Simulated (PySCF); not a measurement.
Se(SiH3)2 (H₆SeSi₂), SMILES [SiH3][Se][SiH3].

Geometry: PBE-D3(BJ)/def2-SVP.

Method: PBE-D3(BJ)/def2-SVP in PySCF 2.14.0.

Frequencies are harmonic and unscaled.

| mode | ν (cm⁻¹) | IR (km/mol) | moving atoms (share of kinetic energy) |
|---|---|---|---|
| 1 | 67 | 0.0 | H 97 % |
| 2 | 84 | 0.2 | H 95 % |
| 3 | 107 | 0.1 | Si 64 %, H 19 %, Se 17 % |
| 4 | 382 | 5.3 | Si 68 %, Se 25 % |
| 5 | 385 | 36.6 | Si 66 %, Se 30 % |
| 6 | 541 | 5.6 | H 91 %, Si 8 % |
| 7 | 570 | 0.0 | H 92 % |
| 8 | 576 | 17.6 | H 90 % |
| 9 | 611 | 5.6 | H 86 %, Si 12 % |
| 10 | 850 | 472.5 | H 94 % |
| 11 | 886 | 62.5 | H 93 % |
| 12 | 889 | 0.0 | H 97 % |
| 13 | 889 | 70.2 | H 97 % |
| 14 | 912 | 4.0 | H 97 % |
| 15 | 924 | 133.3 | H 96 % |
| 16 | 2152 | 49.9 | H 99 % |
| 17 | 2157 | 74.5 | H 99 % |
| 18 | 2163 | 0.0 | H 96 % |
| 19 | 2166 | 169.1 | H 96 % |
| 20 | 2187 | 103.1 | H 96 % |
| 21 | 2187 | 53.7 | H 96 % |
